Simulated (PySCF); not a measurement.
## Pb+ (lead, charge +1) across methods

[Xe] 4f14 5d10 6s2 6p1, 2P determinant. All numbers are calculated (PySCF 2.14, a scalar-relativistic core potential, in aug-cc-pVDZ-PP with ECP60MDF (5s4p3d, 32 functions)).

```
   method  E (hartree)  mean ε 6s α (eV)  mean ε 6s β (eV)  mean ε 6p α (eV)  Σ⟨r²⟩ (bohr²)   ⟨S²⟩
     BLYP    -192.5558           -19.272           -18.823           -10.028          50.32  0.751
     PBE0    -192.5746           -20.620           -19.749           -11.156          50.06  0.752
      LDA    -192.2987           -19.764           -19.271           -10.300          50.15  0.751
      UHF   -191.59122           -23.250           -21.423           -13.426          50.71  0.757
  wB97M-V    -192.5043           -22.901           -21.915           -13.162          50.12  0.752
   r2SCAN    -192.6612           -19.758           -19.008           -10.496          49.89  0.753
BHandHLYP    -192.4634           -21.661           -20.637           -11.934          50.24  0.752
  wB97X-V    -192.5449           -23.011           -22.078           -13.157          50.02  0.752
      PBE    -192.6026           -19.415           -18.836           -10.198          50.15  0.751
```

Energies and moments cover only the electrons outside the core potential. Spin-orbit coupling, absent here, splits the open shell strongly.
